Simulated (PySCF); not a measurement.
Br3OW, neutral, multiplicity 2. Atoms are numbered in the order given.

```xyz
5

W     -0.0896    -0.4141     0.0000
O      0.0794    -2.0960     0.0000
Br    -2.3372     0.4843     0.0000
Br     1.2542     0.4352    -1.8301
Br     1.2542     0.4352     1.8301
```
Charge 0, spin multiplicity 2.

The structure is a stationary point at r2SCAN-D4/def2-SVP. The multiplicity is an assumed one; other spin states were not compared. The def2 effective core potentials stand for the cores of W; spin–orbit coupling is left out.

All values below come from PBE/def2-TZVP run with PySCF.

ESP charges are fitted to the potential on shells at 1.4 to 2.0 van der Waals radii. Atomic charges (e):

| atom | ESP fit | Löwdin | Mulliken spin |
|---|---|---|---|
| W1 | 0.28 | -0.24 | 0.86 |
| O2 | -0.16 | -0.17 | -0.04 |
| Br3 | 0.00 | 0.14 | 0.02 |
| Br4 | -0.06 | 0.14 | 0.08 |
| Br5 | -0.06 | 0.14 | 0.08 |
